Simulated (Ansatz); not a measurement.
Consider the redistribution: `P[SiH]1CS1` + `O[SiH](F)[SiH3]` → `F[SiH]([SiH3])P` + `O[SiH]1CS1`.

Program: Ansatz. Geometries: PBE0-D4/def2-TZVP. ΔE: electronic, gas phase. CBS: MP2 limit from def2 TZ/QZ plus the TZ coupled-cluster correction, frozen cores. Functionals use def2-TZVPP. HSE06 is defined as in plane-wave codes. One conformer a species, not always the lowest.

| level | ΔE (kcal/mol) | difference from CCSD(T)/CBS |
| --- | --- | --- |
| HSE06-D4 | 2.2 | -0.2 |
| ωB97X-V | 2.2 | -0.2 |
| ωB97M-V | 2.0 | -0.4 |
| r2SCAN | 1.8 | -0.6 |
| CAM-B3LYP | 2.3 | -0.1 |
| MP2/def2-SVP | 3.7 | 1.3 |
| CCSD(T)/def2-SVP | 3.4 | 1.0 |
| MP2/def2-TZVPP | 3.0 | 0.6 |
| HF/CBS(def2) | 2.3 | -0.1 |
| MP2/CBS(def2) | 2.8 | 0.4 |
| CCSD(T)/CBS | 2.4 | 0 |

Largest T1 diagnostic among the species: 0.014.

Leaving LDA and LC-ωPBE aside and taking each functional with its dispersion term where it has one, the values, not all of them listed here, spread over 1.1 kcal/mol, from B97M-V to PBE-QIDH. At CCSD(T), def2-SVP lies +1.0 kcal/mol from the extrapolated value and def2-TZVPP +0.3 kcal/mol.
